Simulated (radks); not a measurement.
Fractional charge and spin in the 4p shell of technetium: the spin-up occupation runs from 2 to 3 and the spin-down occupation from 2 to 3; the fullest corner is Tc3+, [Ar] 3d10 4s2 4d(up 2, down 2) 4p(up 3, down 3). Method: scalar-relativistic Kohn-Sham, PBEsol, spin-polarised, spherical densities, point nucleus; computed with a radial shooting solver on a logarithmic mesh with Libxc functionals. Energy (eV) above the fullest corner. The planes named below are the two flat planes that join the four corners, with an edge along up + down = one added electron.

down \ up        2     2.25      2.5     2.75       3
2          184.372  157.488  131.688  106.961  83.294
2.25       157.488  131.759  107.102   83.503  60.948
2.5        131.688  107.102   83.572   61.085  39.627
2.75       106.961   83.503   61.085   39.694  19.316
3           83.294   60.948   39.627   19.316   0.000

Corners above the fullest one (they belong to Tc4+ and the next ion): (up 3, down 2) 83.294 eV, (up 2, down 3) 83.294 eV, (up 2, down 2) 184.37 eV. With half an added electron in each spin the energy lies 0.278 eV from the planes, and with half an added electron in spin up alone -2.145 eV. The planes are only a guide here: the flat-plane condition holds for ground states with one frontier orbital, while this shell lies below other occupied shells, so the corners above the fullest one are inner-hole states and not the ground states of those ions.
